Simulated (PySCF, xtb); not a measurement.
Ag(I) anion (AgI), SMILES [Ag][I] (connectivity only; charge and spin as stated), charge -1, multiplicity 2.

Harmonic wavenumbers (cm⁻¹) from GFN2-xTB (xtb 6.7.1) at its own minimum, in rising order: 89.

Q: What does PBE-D3(BJ)/def2-TZVPD in PySCF give at its own minimum? (The exact figures need the calculation; the answer reports its results.)

A: 121. Paired by order, the mean absolute difference is 32 cm⁻¹ and the zero-point energies are 0.1 and 0.2 kcal/mol.
